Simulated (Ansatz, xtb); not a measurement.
**CH8Ge2O2Si: which of two isomers lies lower**

Structure I: `[SiH3][O][Ge@@H]1[O][CH2][GeH2]1`, a singlet. Structure II: `O=CO[SiH2][GeH2][GeH3]`, a singlet. Both are isolated molecules in the gas phase, relaxed with PBE0-D3(BJ)/def2-SVP; the shapes shown needn't be the lowest conformers.

I (Å):

| atom | x (Å) | y (Å) | z (Å) |
| --- | --- | --- | --- |
| C | 1.9557 | -0.4768 | 1.2683 |
| Ge | 0.0047 | -1.2113 | -0.3235 |
| Ge | 2.0312 | 0.0824 | -0.6581 |
| O | -1.5284 | -0.3281 | -0.1748 |
| O | 0.7825 | -1.2726 | 1.3154 |
| Si | -1.9250 | 0.9886 | 0.7639 |
| H | -0.7258 | 1.8659 | 0.9652 |
| H | -2.9794 | 1.7679 | 0.0537 |
| H | -2.4381 | 0.5663 | 2.0997 |
| H | -0.4019 | -2.6040 | -0.8318 |
| H | 1.8782 | 0.3915 | 1.9463 |
| H | 2.8426 | -1.0628 | 1.5649 |
| H | 3.1661 | -0.5350 | -1.4964 |
| H | 1.9181 | 1.5862 | -0.9650 |

II (Å):

```xyz
14

C    -0.6226   -0.3683   -2.7520
Ge   -2.8006   -0.5046    0.2642
Ge   -2.1830    1.8256    0.5034
O    -0.6473    0.6347   -2.0882
O    -0.7679   -1.5902   -2.2708
Si   -0.9821   -1.8001   -0.5604
H    -0.4755   -0.3776   -3.8519
H     0.3036   -1.4358    0.1026
H    -1.2002   -3.2688   -0.4582
H    -3.2192   -1.1142    1.6202
H    -3.9895   -0.6732   -0.7040
H    -2.4714    2.5884   -0.7959
H    -3.0063    2.4533    1.6476
H    -0.6919    1.9267    0.8604
```

Q: Estimate which is lower in electronic energy at CCSD(T)/def2-SVP + ΔMP2/def2-TZVPP, and by roughly how much.

A: Not settled: CCSD(T)/def2-SVP + ΔMP2/def2-TZVPP gives E(II) − E(I) = +0.238 eV, but this leans on the basis-set step: CCSD(T) alone gives −0.209 eV.

The same difference at several levels:

| level | geometry | E(II) − E(I) (eV) | departure from the last row (eV) | job, with rough time for the two |
| --- | --- | --- | --- | --- |
| PBE0-D3(BJ)/def2-SVP | PBE0-D3(BJ)/def2-SVP | −0.237 | −0.476 | optimisation, 3.7 min |
| HF/def2-SVP | PBE0-D3(BJ)/def2-SVP | −0.228 | −0.467 | part of the CCSD(T) run |
| MP2/def2-SVP | PBE0-D3(BJ)/def2-SVP | −0.090 | −0.329 | part of the CCSD(T) run |
| CCSD(T)/def2-SVP | PBE0-D3(BJ)/def2-SVP | −0.209 | −0.448 | single point |
| CCSD(T)/def2-SVP + ΔMP2/def2-TZVPP | PBE0-D3(BJ)/def2-SVP | +0.238 |  | single point, 2.9 min |

As drawn, II has 1 C=O, 1 Ge–Si, 2 Ge–H in place of 2 Ge–O, 1 C–Ge, 1 Si–H, 1 C–H. Structure I has a 4-membered ring, II no ring.

PBE0-D3(BJ)/def2-SVP, HF/def2-SVP, MP2/def2-SVP, CCSD(T)/def2-SVP put the two in the other order. The largest departure from CCSD(T)/def2-SVP + ΔMP2/def2-TZVPP is that of PBE0-D3(BJ)/def2-SVP, 0.476 eV. A small imaginary or near-zero mode remains, so no thermal terms are given. Levels run at GFN2-xTB geometries aren't shown. The last row adds to CCSD(T) the change of the MP2 difference between the two basis sets, here +0.448 eV, a large step that makes the value less sure.

The correlated steps freeze 26 core orbitals; the filled d shell of Ge is correlated, in a basis made for valence electrons. Programs: Ansatz 0.2.0, xtb 6.7.1; the last row on 4 threads of Arm Neoverse V1 on a shared host.
